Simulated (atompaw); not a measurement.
zirconium (Zr): variants of one PAW (atompaw) potential

Base potential:

```
Element                 : zirconium (Zr)
Generator               : atompaw 4.2.0.5
Type                    : PAW
Functional              : PBE
Relativity              : scalar-relativistic
Frozen core             : [Kr]
Valence charge          : 4
Reference configuration : 4d2 5s1 5p1
Partial waves           : 5s (bound): rc 3.00 bohr; 5s channel at 1.95 Ry: rc 3.00 bohr; 5p (bound): rc 3.00 bohr; 5p channel at 5.05 Ry: rc 3.00 bohr; 4d (bound): rc 3.00 bohr; 4d channel at 0.05 Ry: rc 2.00 bohr
Local potential         : bessel scheme, radius 2.00 bohr
Core correction         : smooth core density matched at 2.00 bohr
Augmentation charge     : sinc compensation charge, radius 2.25 bohr; PAW radius 3.00 bohr; waves and projectors: custom polynom vanderbiltortho
```

All-electron outer shells of the reference configuration (PBE, scalar-relativistic, ld1.x):

| shell | level (eV) | outermost node (bohr) | outermost maximum (bohr) |
| --- | --- | --- | --- |
| 4s | -55.74 | 0.55 | 1.08 |
| 4p | -33.70 | 0.56 | 1.17 |
| 5s | -5.16 | 1.46 | 3.11 |
| 4d | -4.65 | 0.58 | 1.59 |
| 5p | -2.04 | 1.69 | 4.05 |

Cutoffs, loose and tight: the cutoffs (Ry, on a coarse ladder) from which the occupation-weighted sum of valence levels, in a spherical-Bessel basis at the reference potential, stays within 10 and 1 mRy of its value at 400 Ry. They see the waves, projectors and local potential, not the compensation charge or the core. A dash means not determined.

A true bound ghost makes a file unfit for plane-wave use even where its test errors are small: the radial tests pick states by their node count and pass the ghost by.

```tsv
change	outcome	cutoff, loose	cutoff, tight	bound ghosts
base	generated	8 Ry	12 Ry	s
core correction smooth core density matched at 2.24 bohr	generated	8 Ry	12 Ry	s
augmentation sinc compensation charge, radius 2.25 bohr; PAW radius 3.00 bohr; waves and projectors: custom polynom gramschmidtortho	generated	8 Ry	12 Ry	s
wave 5s (bound): rc 3.00 bohr becomes 5s (bound): rc 2.38 bohr	failed: atompaw: The overlap operator has at least one negative eigenvalue!	–	–	–
functional PBEsol	generated	8 Ry	12 Ry	s
wave 5s (bound): rc 3.00 bohr becomes 5s (bound): rc 1.86 bohr	failed: atompaw: The overlap operator has at least one negative eigenvalue!	–	–	–
```

Question: What comes out with this change to the base: reference 4d2 5s0 5p0?

Answer: outcome: generated; cutoff, loose: 10 Ry; cutoff, tight: 15 Ry; bound ghosts: s.
